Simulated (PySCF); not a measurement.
S4.

```xyz
4

S      0.0000     0.0000     0.0000
S      1.9003     0.0000     0.0000
S     -0.9501     1.6457     0.0000
S     -0.9501    -1.6457     0.0000
```

Geometry optimised at ωB97X-D3(BJ)/def2-SVP.

Computed with PBE/pcSseg-2 (PySCF). Non-relativistic, no solvent.

Computed absolute GIAO shielding of each atom: isotropic value and principal components (ppm):
```csv
atom,σ(iso),σ11,σ22,σ33,span
S1,-68.3,-110.2,-110.2,15.6,125.8
S2,-551.0,-687.3,-602.6,-363.2,324.1
S3,-551.0,-687.3,-602.6,-363.2,324.1
S4,-551.0,-687.3,-602.6,-363.2,324.1
```
